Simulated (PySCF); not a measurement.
PySCF job for Sb(Cl)(OH)2 (ClH2O2Sb), SMILES [OH][Sb]([OH])[Cl], B3LYP-D3(BJ)/def2-SVP. Geometry: B3LYP-D3(BJ)/def2-SVP. The def2 effective core potentials stand for the cores of Sb; spin–orbit coupling is left out. One conformer was computed; it need not be the lowest.

```python
import numpy as np
from pyscf import gto, scf, dft, df
from pyscf.hessian import thermo

mol = gto.M(
    atom='''
    Sb   -0.16211809   -0.20154196    0.46487667
    Cl    1.20612414    1.41115534   -0.70518617
    O     0.46151567   -1.71186571   -0.66588095
    H     0.97424778   -1.39081757   -1.42485860
    O    -1.88339745    0.16404955   -0.44497558
    H    -1.83528130    0.06234572   -1.40883413
    ''',
    basis='def2-SVP',
    ecp={'Sb': 'def2-svp'},
    charge=0,
    spin=0,
    max_memory=1600,
    verbose=3,
)
mf = dft.RKS(mol, xc='b3lyp').density_fit(auxbasis='def2-universal-jkfit')
mf.disp = 'd3bj'
mf.grids.level = 3
mf.conv_tol = 1e-11
mf.max_cycle = 100
mf.kernel()

# [left out here: the lines that compute and print the analytic Hessian (its translational invariance restored by hand, since the grid's response is missing), thermochemistry and intensities]
```

Program output:

```
converged SCF energy = -852.001281462327

WARN: DFTD3 does not support analytical Hessian, using finite difference


WARN: Mole.unit (angstrom) is changed to Bohr

Mode                                 0                   1                   2
Irrep
Freq [cm^-1]                       67.8921            158.9056            193.8036
Reduced mass [au]                   2.1850              5.3924              6.8177
Force const [Dyne/A]                0.0059              0.0802              0.1509
Char temp [K]                      97.6816            228.6298            278.8403
Normal mode                   x     y     z       x     y     z       x     y     z
       0  Sb                 0.00 -0.02 -0.00    0.02  0.00 -0.02    0.01 -0.01  0.03
       1  Cl                -0.05  0.01 -0.01   -0.02  0.06  0.04   -0.05 -0.01 -0.03
       2   O                 0.07 -0.04  0.07   -0.13 -0.12  0.06   -0.07  0.04 -0.07
       3   H                -0.21 -0.07 -0.13   -0.20 -0.26 -0.04    0.06  0.09  0.04
       4   O                 0.04  0.12 -0.02    0.02 -0.02 -0.03    0.10  0.04 -0.12
       5   H                 0.11  0.59 -0.06   -0.00 -0.19 -0.01    0.23 -0.17 -0.09
Mode                                 3                   4                   5
Irrep
Freq [cm^-1]                      269.6211            301.7497            344.7144
Reduced mass [au]                   1.4201              1.3747             26.6232
Force const [Dyne/A]                0.0608              0.0738              1.8639
Char temp [K]                     387.9247            434.1506            495.9673
Normal mode                   x     y     z       x     y     z       x     y     z
       0  Sb                 0.00  0.01  0.01   -0.00 -0.00 -0.00    0.02  0.03 -0.02
       1  Cl                 0.02 -0.02  0.00   -0.01 -0.02  0.01   -0.08 -0.10  0.07
       2   O                -0.01  0.04 -0.02    0.08  0.01  0.02   -0.00 -0.00 -0.01
       3   H                -0.65  0.08 -0.44   -0.39  0.07 -0.27    0.08 -0.03  0.04
       4   O                -0.00 -0.11 -0.04    0.01  0.10  0.00   -0.01 -0.01  0.00
       5   H                 0.10  0.23 -0.06   -0.20 -0.66  0.07    0.00  0.07 -0.00
Mode                                 6                   7                   8
Irrep
Freq [cm^-1]                      610.3240            620.4012            825.5624
Reduced mass [au]                  15.1440             15.2315              1.0846
Force const [Dyne/A]                3.3236              3.4541              0.4355
Char temp [K]                     878.1203            892.6193           1187.8005
Normal mode                   x     y     z       x     y     z       x     y     z
       0  Sb                -0.02  0.02  0.01   -0.02 -0.01 -0.02    0.01 -0.00  0.00
       1  Cl                 0.00  0.00 -0.00   -0.00 -0.00  0.00   -0.00  0.00  0.00
       2   O                 0.07 -0.15 -0.11   -0.04  0.09  0.07   -0.02 -0.03  0.01
       3   H                 0.01 -0.00 -0.09   -0.03  0.00  0.04   -0.09  0.55  0.20
       4   O                 0.10 -0.02  0.05    0.18 -0.04  0.09    0.03 -0.01 -0.04
       5   H                 0.03  0.00  0.05   -0.01 -0.01  0.08   -0.73  0.17 -0.09
Mode                                 9                  10                  11
Irrep
Freq [cm^-1]                      860.7480           3785.8769           3790.8263
Reduced mass [au]                   1.1076              1.0668              1.0669
Force const [Dyne/A]                0.4835              9.0087              9.0331
Char temp [K]                    1238.4248           5447.0340           5454.1550
Normal mode                   x     y     z       x     y     z       x     y     z
       0  Sb                 0.00 -0.00 -0.01   -0.00  0.00  0.00    0.00 -0.00 -0.00
       1  Cl                 0.00  0.00  0.00    0.00  0.00 -0.00    0.00  0.00 -0.00
       2   O                -0.01 -0.04  0.03    0.03  0.02 -0.05    0.00  0.00 -0.00
       3   H                -0.15  0.69  0.23   -0.51 -0.30  0.76   -0.04 -0.03  0.07
       4   O                -0.03  0.01  0.03   -0.00  0.00  0.01    0.00 -0.01 -0.06
       5   H                 0.57 -0.09  0.06    0.00 -0.01 -0.08   -0.04  0.10  0.96
temperature 298.1500 [K]
pressure 101325.00 [Pa]
Rotational constants [GHz] 4.17537 2.24795 1.96218
Symmetry number 1
Zero-point energy (ZPE) 0.02695 [Eh]   70761.658 [J/mol]
                           tot       elec      trans        rot        vib
Entropy [J/mol/K]       348.408      0.000    174.265    114.051     60.092
Cv [J/mol/K]             82.935      0.000     12.472     12.472     57.991
Cp [J/mol/K]             91.249      0.000     20.786     12.472     57.991
Internal energy [J/mol]                      3718.434   3718.434  80419.468
Internal energy [Eh]   -851.96782  -852.00128
Enthalpy [J/mol]                             6197.391   3718.434  80419.468
Enthalpy [Eh]          -851.96687
Gibbs free energy [J/mol]                  -45759.768 -30285.874  62503.093
Gibbs free energy [Eh] -852.00644
static polarisability / bohr^3: [[50.239  5.872 -4.659]
 [ 5.871 49.695 -3.5  ]
 [-4.66  -3.501 44.315]]
largest difference of analytic and finite-field dipole derivatives / e: 0.0007328851783743318
mode   freq/cm-1   IR/(km/mol)   Raman/(A^4/amu)   depolarisation
   1       67.89        25.312             4.123            0.720
   2      158.91        14.704             2.893            0.741
   3      193.80        39.824             1.976            0.638
   4      269.62        56.735             4.278            0.662
   5      301.75       122.284             1.928            0.680
   6      344.71        68.279            10.303            0.329
   7      610.32       109.704             9.069            0.614
   8      620.40        76.461            16.412            0.061
   9      825.56        73.307             1.591            0.744
  10      860.75        43.274             0.811            0.647
  11     3785.88        59.948            66.778            0.298
  12     3790.83        73.521           110.435            0.247
max |gradient| / (hartree/bohr): 0.00010309692476737154
APT charges: [ 1.5482 -0.585  -0.7362  0.2541 -0.7412  0.26  ]
```

The calculation finished and met its thresholds.

Cost: roughly 120 core-seconds.
